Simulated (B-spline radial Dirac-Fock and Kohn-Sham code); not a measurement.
# Dipole and non-dipole photoemission parameters of O²⁺ 1s

System: the O²⁺ ion, configuration [He] 2s2 2p2; threshold 582.3 eV (orbital energy of the model). Calculated with a radial B-spline solver, using Dirac-Hartree-Slater photoionisation with a Latter tail; cross sections with all multipoles, angular parameters from the dipole term and its interference with E2.

Input of the calculation (task.json; shells as n, l, electrons):

```json
{"items": [{
  "Z": 8,
  "q": 2,
  "cfg": [[1, 0, 2], [2, 0, 2], [2, 1, 2]],
  "A": 16,
  "rrms": 2.6991,
  "do": "xps",
  "hv": [60, 72.9, 87.5, 100, 134.0, 136.0, 187.0, 283.0, 368.0, 537.0, 577.0, 637.0, 800, 1080.0, 1120.0, 1150.0, 1253.6, 1460.0, 1500.0, 1960.0, 2000, 2040.0, 3210.0, 3820.0, 5414.7, 6000, 6120.0, 8047.8, 10800.0, 13200.0]
}]}
```

Command: `python xray2_run.py task.json out`

For linearly polarised light dσ/dΩ = σ/(4π) [1 + β P₂(cos θ) + (δ + γ cos²θ) sin θ cos φ], with θ from the polarisation vector and φ the angle between the beam and the projection of the electron momentum on the plane normal to the polarisation.

| hν (eV) | σ (kb) | β | γ |
| --- | --- | --- | --- |
| 637 | 352 | 2.000 | 0.051 |
| 800 | 205 | 2.000 | 0.224 |
| 1080 | 94.9 | 2.000 | 0.409 |
| 1120 | 86.2 | 2.000 | 0.431 |
| 1150 | 80.3 | 2.000 | 0.447 |
| 1253.6 | 63.7 | 2.000 | 0.500 |
| 1460 | 42.1 | 2.000 | 0.594 |
| 1500 | 39.1 | 2.000 | 0.611 |
| 1960 | 18.5 | 2.000 | 0.782 |
| 2000 | 17.5 | 2.000 | 0.796 |
| 2040 | 16.6 | 2.000 | 0.809 |
| 3210 | 4.46 | 2.000 | 1.134 |
| 3820 | 2.67 | 2.000 | 1.273 |
| 5414.7 | 0.934 | 2.000 | 1.581 |
| 6000 | 0.683 | 2.000 | 1.681 |
| 6120 | 0.643 | 2.000 | 1.700 |
| 8047.8 | ? | ? | ? |
| 10800 | 0.110 | 2.000 | 2.345 |
| 13200 | 0.0584 | 2.000 | 2.616 |

Task: Give the values at Cu Kα (8047.8 eV).

Result: σ = 0.276 kb, β = 2.000, γ = 1.991. For an s subshell δ is negligible.
